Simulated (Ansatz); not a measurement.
Gas-phase electronic energies from Ansatz, PBE0-D4/def2-TZVP geometries. CCSD(T)/CBS adds triple-zeta CCSD(T) − MP2 to the extrapolated MP2 energy (def2 sets, frozen cores). This one scheme is used for every species, atoms too. For atomizations the MP2-based limit and the directly extrapolated one differ by several kJ/mol either way, and by 10 to 25 for some Ge, Se and Sn compounds, so smaller differences from it don't rank the levels. DFT in def2-TZVPP. B3LYP here is the variant with VWN-RPA as its local correlation; programs differ in this. No spin–orbit coupling; open shells (•) take unrestricted orbitals. Spin–orbit coupling would lower the free atoms: a little for Cl; clearly for Br; strongly for Sn. def2 core potentials past Kr. Bonds to Br, Sn are less sure, by a few kJ/mol each and by 10 to 20 or more in all where they break to atoms, as the def2 sets lack core-valence functions. Scalar relativity is left out up to krypton.

`[Cl][Sn]([Cl])([Br])[Br]` → 2 Br• + 2 Cl• + Sn•  (atomization)

CCSD(T)/CBS gives +13.21 eV.

Q: Another level gave +11.95 eV. Which?
A. revPBE/def2-TZVPP
B. revPBE-D4/def2-TZVPP
C. PBE/def2-TZVPP
D. B3LYP/def2-TZVPP

A: D. B3LYP 11.95, PBE 12.89, revPBE 12.07, revPBE-D4 12.61 eV.

Largest T1 diagnostic among the species: 0.011.

At CCSD(T), def2-SVP lies −1.84 eV from the extrapolated value and def2-TZVPP −0.91 eV: correlation converges slowly with the basis, and small sets miss more of it in the bonded molecule than in its fragments. From r2SCAN to r2SCAN0 (25 % exact exchange), in def2-TZVPP and without D4, ΔE moves by −0.39 eV: exact exchange takes away binding that semilocal exchange gives to molecules. The D4 term adds +0.45 eV with B3LYP and +0.24 eV with PBE0; it sums over pairs of atoms, weighted by their polarisabilities, and B3LYP, whose exchange is more repulsive, gets the larger term.
